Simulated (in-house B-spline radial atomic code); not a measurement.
Radial electron density of Sc7+, [Ne] 3s2 3p2. Method: non-relativistic PBE, spin-polarised, spherical fractional occupations, point nucleus. Calculated with a B-spline radial code for spherical atoms.

Columns: r (bohr), 4πr²n(r) (electrons per bohr), bar.

```
 0.00323   0.7108 #
 0.00385   0.9839 ##
 0.00458     1.35 ##
 0.00545    1.843 ###
 0.00649    2.502 ####
 0.00773    3.369 ######
  0.0092    4.487 ########
   0.011    5.948 ##########
   0.013     7.64 #############
  0.0155    9.781 #################
  0.0185    12.29 #####################
   0.022    15.02 ##########################
  0.0262    17.89 ###############################
  0.0312    20.63 ###################################
  0.0372    22.92 #######################################
  0.0442    24.36 ##########################################
  0.0527    24.69 ##########################################
  0.0627    23.81 #########################################
  0.0747    21.95 #####################################
  0.0889    19.76 ##################################
   0.106    18.15 ###############################
   0.126       18 ###############################
    0.15    19.64 ##################################
   0.179    22.54 ######################################
   0.213    25.15 ###########################################
   0.253     25.8 ############################################
   0.301    23.46 ########################################
   0.359    18.38 ###############################
   0.427    12.49 #####################
   0.509    7.796 #############
   0.606    5.581 ##########
   0.721    5.304 #########
   0.859    5.417 #########
    1.02    4.716 ########
    1.22    3.121 #####
    1.45    1.554 ###
    1.73   0.5443 #
    2.05   0.1381 
    2.45  0.02079 
    2.91 0.002009 
    3.47 0.0001001
```

On this grid the curve has 3 maxima, near 0.0527, 0.253, 0.859 bohr.

The 3p up radial function P(r) = rR(r), positive near the nucleus:

```csv
r (bohr),P
0.00323,0.001215
0.00458,0.002407
0.00649,0.004738
0.0092,0.009255
0.013,0.01776
0.0185,0.03396
0.0262,0.06288
0.0372,0.1131
0.0527,0.1936
0.0747,0.3105
0.106,0.4536
0.15,0.5747
0.213,0.5775
0.301,0.3438
0.427,-0.169
0.606,-0.7802
0.859,-1.108
1.22,-0.8858
1.73,-0.3891
2.45,-0.08141
3.47,-0.006083
```
